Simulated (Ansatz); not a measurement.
Sc(OH) (HOSc), SMILES [OH][Sc].

Coordinates come from a PBE-D3(BJ)/def2-TZVP optimisation. The spin state was assumed, not searched.

Two levels are set side by side: PBE/def2-TZVPD (Ansatz, a first-principles code) and CAM-B3LYP/def2-TZVPD (Ansatz). Energy differences of separate SCF runs at the same geometry; the states with an electron removed or added have multiplicity 2 and 2. Differences are taken from unrounded values.

```
quantity                           CAM-B3LYP
---------------------------------  ---------
vertical ionisation energy (eV)         5.97
vertical electron affinity (eV)         0.43
vertical singlet–triplet gap (eV)       0.09
```

### Question
What does PBE give, and how far is it from CAM-B3LYP? (Estimate from the structure and the level; the computed values follow.)

### Answer

```
quantity                            PBE  PBE minus CAM-B3LYP
---------------------------------  ----  -------------------
vertical ionisation energy (eV)    5.94                -0.03
vertical electron affinity (eV)    0.49                 0.06
vertical singlet–triplet gap (eV)  0.09                -0.01
```
